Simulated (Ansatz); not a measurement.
Coupled-cluster diagnostics for ZnTe2⁻, Ansatz.

Geometry of the doublet (r2SCAN-D4/def2-TZVPD):

Cartesian coordinates in Å:
```
Zn -0.003 0.000 -0.002
Te 0.939 -1.582 -1.594
Te -0.936 1.582 1.596
```

In the def2 sets Te takes a core potential; there is no spin–orbit coupling. Correlated methods freeze 17 core orbitals; core or outer-core shells of Te are correlated, in sets that lack core-valence functions. The structure comes from a short search, and lower isomers may exist.

Geometry of the charge -1 quartet (r2SCAN-D4/def2-TZVPD):

```xyz
3

Zn   -0.1124    0.7223   -1.1424
Te   -1.1451   -1.3818    0.0441
Te    1.2575    0.6594    1.0983
```

Task: Estimate the CCSD(T) correlation energy, the shares of MP2 and (T), T1 and the reference's ⟨S²⟩ for: charge -1, doublet, own geometry in def2-SVPD; charge -1, quartet, own geometry in def2-SVPD; and the rough time on 4 threads of AMD EPYC 7R43 on a shared host.

Result: 
```
                           state      basis  correlation (eV)  MP2 share (%)  (T) share (%)     T1  ⟨S²⟩ (pure)  wall time
charge -1, doublet, own geometry  def2-SVPD           -14.848           96.8            3.7  0.039  0.76 (0.75)       30 s
charge -1, quartet, own geometry  def2-SVPD           -14.696           95.2            3.9  0.042  3.78 (3.75)       20 s
```
Customary marks for T1 are 0.02 (closed shells), 0.045 (open shells) and about 0.05 (3d metals). T1 exceeds 0.02 in 2 of 2 rows and 0.045 in 0; the higher it lies, the less the single-reference result can be trusted.
